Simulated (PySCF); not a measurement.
Species: C7H11FOS.
Atom-mapped SMILES: `[CH3:1][CH2:2][CH2:3][C:4]1=[CH:5][CH2:6][C@@H:7]([F:8])[S@@:9]1=[O:10]`

Definitions: NICS(0) = −σiso at the ring centroid; NICS(1) = −σiso and NICS(1)zz = −σzz at ±1 Å along the ring normal z. Level: GIAO PBE0/pcSseg-1 (PySCF, non-relativistic, gas phase) on the GFN2-xTB geometry, one conformer.

Ring bond lengths (Å), with Mayer bond orders in brackets: C4–C5 1.321 (1.82), C5–C6 1.497 (1.04), C6–C7 1.520 (0.98), C7–S9 1.881 (0.82), S9–C4 1.826 (0.87).

Give the NICS values of each ring in ppm.

```tsv
ring	type	NICS(0)	NICS(1), two faces	NICS(1)zz, two faces	rms pucker (Å)	centre to ring atoms, mean (Å)
C4–C5–C6–C7–S9	5-membered ring with S; formal bonds 1 double, 4 single	-0.6	-3.7 / -1.0	-2.2 / -0.7	0.10	1.36
```

What do they say, and how far can they be read as aromaticity?

- C4–C5–C6–C7–S9: mean NICS(1)zz -1.4 ppm, near zero. C6, C7 have four or more neighbours, and the NICS criterion for π rings isn't applied.

Give the inner angles of the rings and the Hirshfeld charges of the ring atoms.

- C4–C5–C6–C7–S9: C4 113.4° (-0.021 e), C5 117.7° (-0.041 e), C6 107.4° (-0.079 e), C7 108.4° (+0.054 e), S9 88.9° (+0.324 e); sum 535.9° against 540° for a flat convex ring.

What are the shieldings of the ring atoms and their hydrogens in the same run (means over atoms taken as equivalent)?

```json
{"atoms": "C4", "environment": "fully substituted alkene carbon", "σ isotropic (ppm)": "21.4", "principal values of the symmetric part, first atom (ppm)": "-71.4, 30.5, 105.2"}
{"atoms": "C5", "environment": "alkene CH carbon", "σ isotropic (ppm)": "51.3", "principal values of the symmetric part, first atom (ppm)": "-39.9, 68.9, 124.8"}
{"atoms": "C6", "environment": "allylic carbon", "σ isotropic (ppm)": "141.8", "principal values of the symmetric part, first atom (ppm)": "119.4, 141.5, 164.6"}
{"atoms": "C7", "environment": "sp3 C–F carbon", "σ isotropic (ppm)": "69.0", "principal values of the symmetric part, first atom (ppm)": "47.4, 51.8, 107.8"}
{"atoms": "S9", "environment": "sulfinyl sulfur", "σ isotropic (ppm)": "78.4", "principal values of the symmetric part, first atom (ppm)": "-72.6, 86.4, 221.2"}
{"atoms": "H on C5", "environment": "vinylic hydrogen", "σ isotropic (ppm)": "25.53", "principal values of the symmetric part, first atom (ppm)": "23.2, 25.4, 28.0"}
{"atoms": "H on C6", "environment": "methylene hydrogen", "σ isotropic (ppm)": "28.02", "principal values of the symmetric part, first atom (ppm)": "24.7, 25.6, 33.7"}
{"atoms": "H on C6", "environment": "methylene hydrogen", "σ isotropic (ppm)": "28.65", "principal values of the symmetric part, first atom (ppm)": "24.9, 27.2, 33.9"}
{"atoms": "H on C7", "environment": "methine hydrogen", "σ isotropic (ppm)": "26.04", "principal values of the symmetric part, first atom (ppm)": "23.3, 26.8, 28.0"}
```

Conformer computed: `[CH3:1][CH2:2][CH2:3][C:4]1=[CH:5][CH2:6][C@@H:7]([F:8])[S@@:9]1=[O:10]`: C1–C2–C3–C4 -178°, C2–C3–C4–C5 -117°.
